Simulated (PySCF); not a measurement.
Working out the ionisation energy of Cu

Cu [Ar] 3d10 4s1 (2S) → Cu+ [Ar] 3d10 (1S). Computed with PySCF 2.14 in cc-pVDZ-DK, with the spin-free X2C one-electron Hamiltonian (Gaussian nucleus). Frozen: [Ar]. Energies in hartree (1 hartree = 27.21139 eV):

```
            part    Cu (lower)   Cu+ (upper)
             UHF  -1653.148416  -1652.906463
CCSD correlation     -0.385017     -0.358458
             (T)     -0.011771     -0.007667
```

Question: What does Hartree-Fock give?

Answer: (-1652.906463) − (-1653.148416) = 0.241953 hartree = 6.584 eV.

Question: What do CCSD and CCSD(T) give?

Answer: The CCSD correlation energies differ by 0.026559 hartree = 0.723 eV and the triples by 0.004104 hartree = 0.112 eV, so CCSD gives 7.307 eV and CCSD(T) 7.419 eV.

Measured between the centres of the two terms (NIST): 7.726 eV, so CCSD(T) (valence) is off by -0.307 eV.

A double-zeta basis recovers only part of the correlation energy.

What remains against the reference includes basis incompleteness, the frozen core and higher excitations.
